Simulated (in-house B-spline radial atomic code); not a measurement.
Response of neutral helium as one setting changes: the share of exact exchange in a PBE hybrid. A dash marks a strongly mixed or unbound state. Computed with a B-spline radial code for spherical atoms: linear response of the closed shell 1s2 with the functional's adiabatic kernel; non-relativistic, point nucleus, no spin-orbit coupling, no double excitations, S, P, D and F terms only.

```json
{"share of exact exchange in a PBE hybrid": "0", "lowest 1P (eV)": "-", "lowest 3P, Tamm-Dancoff (eV)": "-", "minus highest occupied level (eV)": "15.763", "α (bohr³)": "1.584"}
{"share of exact exchange in a PBE hybrid": "0.1", "lowest 1P (eV)": "-", "lowest 3P, Tamm-Dancoff (eV)": "-", "minus highest occupied level (eV)": "16.742", "α (bohr³)": "1.547"}
{"share of exact exchange in a PBE hybrid": "0.2", "lowest 1P (eV)": "-", "lowest 3P, Tamm-Dancoff (eV)": "-", "minus highest occupied level (eV)": "17.727", "α (bohr³)": "1.512"}
{"share of exact exchange in a PBE hybrid": "0.3", "lowest 1P (eV)": "-", "lowest 3P, Tamm-Dancoff (eV)": "-", "minus highest occupied level (eV)": "18.716", "α (bohr³)": "1.478"}
{"share of exact exchange in a PBE hybrid": "0.4", "lowest 1P (eV)": "1s → 2p 19.007", "lowest 3P, Tamm-Dancoff (eV)": "1s → 2p 18.904", "minus highest occupied level (eV)": "19.710", "α (bohr³)": "1.447"}
{"share of exact exchange in a PBE hybrid": "0.5", "lowest 1P (eV)": "?", "lowest 3P, Tamm-Dancoff (eV)": "?", "minus highest occupied level (eV)": "?", "α (bohr³)": "?"}
{"share of exact exchange in a PBE hybrid": "0.6", "lowest 1P (eV)": "1s → 2p 20.236", "lowest 3P, Tamm-Dancoff (eV)": "1s → 2p 20.030", "minus highest occupied level (eV)": "21.712", "α (bohr³)": "1.39"}
{"share of exact exchange in a PBE hybrid": "0.7", "lowest 1P (eV)": "1s → 2p 20.808", "lowest 3P, Tamm-Dancoff (eV)": "1s → 2p 20.548", "minus highest occupied level (eV)": "22.720", "α (bohr³)": "1.363"}
{"share of exact exchange in a PBE hybrid": "0.8", "lowest 1P (eV)": "?", "lowest 3P, Tamm-Dancoff (eV)": "?", "minus highest occupied level (eV)": "?", "α (bohr³)": "?"}
{"share of exact exchange in a PBE hybrid": "0.9", "lowest 1P (eV)": "1s → 2p 21.889", "lowest 3P, Tamm-Dancoff (eV)": "1s → 2p 21.520", "minus highest occupied level (eV)": "24.748", "α (bohr³)": "1.314"}
{"share of exact exchange in a PBE hybrid": "1", "lowest 1P (eV)": "1s → 2p 22.405", "lowest 3P, Tamm-Dancoff (eV)": "1s → 2p 21.980", "minus highest occupied level (eV)": "25.768", "α (bohr³)": "1.291"}
```

What belongs in the row for 0.5?

lowest 1P (eV): 1s → 2p 19.639; lowest 3P, Tamm-Dancoff (eV): 1s → 2p 19.485; minus highest occupied level (eV): 20.709; α (bohr³): 1.418.

What belongs in the row for 0.8?

lowest 1P (eV): 1s → 2p 21.357; lowest 3P, Tamm-Dancoff (eV): 1s → 2p 21.044; minus highest occupied level (eV): 23.732; α (bohr³): 1.338.
